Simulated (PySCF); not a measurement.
An element was calculated at UHF (PySCF 2.14, spin-free X2C, a triple-zeta basis, no spin-orbit coupling), in the ground configurations that NIST lists.

| Item | Value |
| --- | --- |
| electron affinity | 0.865 eV |
| first ionisation energy | 6.574 eV |
| second ionisation energy | 13.235 eV |
| third ionisation energy | 29.771 eV |

**Question.** Which element is it?

**Answer.** Lead (Pb, Z = 82), in aug-cc-pwCVTZ-DK3 with one added diffuse shell each of s, d, f type. NIST lists 7.417, 15.032, 31.937 eV for these ionisation energies.
